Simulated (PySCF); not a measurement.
Molecule: `InChI=1S/Al.3FH/h;3*1H/q+3;;;/p-3`.

Cartesian coordinates in Å; atom numbers follow the order of the lines, from 1:
```xyz
4

F    -0.891   -1.363   -0.005
Al    0.003    0.001   -0.006
F     1.631   -0.091   -0.001
F    -0.732    1.457   -0.011
```

Frames of a GFN2-xTB Langevin trajectory at 400 K; GIAO PBE0/pcSseg-1 shieldings in PySCF 2.14.0 with density-fitted response routines, gas phase, non-relativistic; equivalent atoms averaged within each frame.

References, each an isolated molecule treated in the same way: ¹⁹F (170.95 ppm) vs CFCl3; ²⁷Al (489.97 ppm) against AlH4-. The references are static minima.

How do the shifts (ppm) fluctuate along the trajectory?

## Answers


| time (fs) | F1/F3/F4 | Al2 |
| --- | --- | --- |
| optimised geometry | -209.5 | -13.8 |
| 250 | -204.4 | -17.5 |
| 425 | -206.0 | -18.2 |
| 625 | -209.0 | -12.4 |
| 800 | -211.8 | -8.5 |
| 1000 | -206.2 | -15.9 |
| mean of frames | -207.5 | -14.5 |
| standard deviation | 2.9 | 4.0 |

5 frames give an uncertainty of the mean of about the standard deviation over 2.2 at best, since frames this close in time may not be independent; classical motion lacks zero-point vibration, and the reference would need the same averaging.
